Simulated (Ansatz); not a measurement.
boric acid (H$_{3}$BO$_{3}$), singlet, at a GFN2-xTB geometry; CCSD(T)/STO-3G (Ansatz, an electronic-structure program).

Here is a job for Ansatz.
Ansatz 0.2 input:
```yaml
crystal:
  periodic: [false, false, false]
  atoms:
    - {symbol: O, position_ang: [-1.14257544, -0.76938954, -0.03182750]}
    - {symbol: B, position_ang: [-0.00770897, -0.03931797, -0.00346985]}
    - {symbol: O, position_ang: [-0.11414081, 1.32224772, 0.13027114]}
    - {symbol: O, position_ang: [1.17041255, -0.70476858, -0.10979414]}
    - {symbol: H, position_ang: [-1.93446708, -0.23864193, 0.04760011]}
    - {symbol: H, position_ang: [0.69661442, 1.82756308, 0.14897985]}
    - {symbol: H, position_ang: [1.96682712, -0.17704808, -0.08842676]}
basis:
  gaussian:
    orbitals: STO-3G
magnetization: {spin_polarized: false}
correlation: {method: ccsd_t}
```

It wrote (shortened):

```
Functional definition: HF
326 factors; integrals over basis functions are off by at most 6.5e-5 eV
mean field evaluation 1: about -6739.5462 eV, gradient 2.9e1 eV
mean field evaluation 2: about -6739.6543 eV, gradient 3.0e1 eV
mean field evaluation 4: about -6742.4058 eV, gradient 1.1e0 eV
mean field evaluation 8: about -6742.4086 eV, gradient 7.6e-6 eV
mean field evaluation 16: about -6742.4083 eV, gradient 3.1e-1 eV
mean field -6742.40864157 eV, -247.7789474088 hartree, gradient 1.0e-6 eV, S^2 0.000000; 0 other end points of the search recorded, 0 dependent functions left out
4 core orbitals not correlated
reference -6742.40864157 eV, -247.7789474088 hartree; 12, 12 occupied and 7, 7 virtual orbitals, 326 factors
second order -4.02755533 eV of doubles, -0.00000000 eV of singles
cycle   1  -4.49131267 eV  change   -4.6e-1 eV  update   8.4e-2
cycle   2  -4.78480384 eV  change   -2.9e-1 eV  update   2.4e-2
cycle   3  -4.84351842 eV  change   -5.9e-2 eV  update   1.0e-2
cycle   4  -4.84350390 eV  change    1.5e-5 eV  update   1.9e-3
cycle   5  -4.84299976 eV  change    5.0e-4 eV  update   4.3e-4
cycle   6  -4.84292172 eV  change    7.8e-5 eV  update   1.5e-4
cycle   7  -4.84290263 eV  change    1.9e-5 eV  update   4.0e-5
cycle   8  -4.84290252 eV  change    1.1e-7 eV  update   1.4e-5
perturbative correction -0.16328364 eV, -0.0060005630 hartree
Total energy: -6747.41482772 eV, -247.9629213567 hartree
```
